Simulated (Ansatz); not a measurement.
`[SeH]C1C[SiH2]1` + `[CH3][AlH][CH3]` → `[CH3][Al]([CH3])[SeH]` + `C1C[SiH2]1`  (formal exchange of groups at the Se–C bond)

Computed with Ansatz on PBE0-D4/def2-TZVP structures; ΔE is electronic, products minus reactants. CCSD(T)/CBS adds triple-zeta CCSD(T) − MP2 to the extrapolated MP2 energy (def2 sets, frozen cores). DFT in def2-TZVPP. B3LYP here is the variant with VWN-RPA as its local correlation; programs differ in this. For Se outer-core shells are correlated without core-valence functions, which leaves a few kJ/mol of doubt a bond. Scalar relativity is left out up to krypton. Each species was taken in one conformer, which may not be the lowest.

(1) Is it downhill or uphill in electronic energy at CCSD(T)/CBS, and by how much? (Estimate.)

(2) What do these levels give: PBE-D4, r2SCAN-D4, B3LYP-D4, ωB97X-V, ωB97M-V, PBE, r2SCAN, B3LYP, SCS-MP2/def2-TZVPP, HF/def2-QZVPP, MP2/CBS(def2), CCSD/CBS(def2)? (An estimate is asked.)

Largest T1 diagnostic among the species: 0.011.

Answers

(1) Computed: Downhill: ΔE = -177.2 kJ/mol.

(2) Ansatz gave: PBE-D4 -174.6, r2SCAN-D4 -183.0, B3LYP-D4 -174.2, ωB97X-V -173.5, ωB97M-V -176.0, PBE -176.7, r2SCAN -183.3, B3LYP -178.0, SCS-MP2/def2-TZVPP -171.4, HF/def2-QZVPP -182.4, MP2/CBS(def2) -177.3, CCSD/CBS(def2) -178.7 kJ/mol.

The D4 term adds +3.8 kJ/mol with B3LYP and +1.7 kJ/mol with PBE0; it sums over pairs of atoms, weighted by their polarisabilities, and B3LYP, whose exchange is more repulsive, gets the larger term. From PBE to PBE0 (25 % exact exchange), in def2-TZVPP and without D4, ΔE moves by −4.1 kJ/mol. In def2-TZVPP, CCSD(T) changes the Hartree–Fock value by +9.0 kJ/mol (the triples alone add +1.5 kJ/mol) and MP2 by +8.9 kJ/mol.
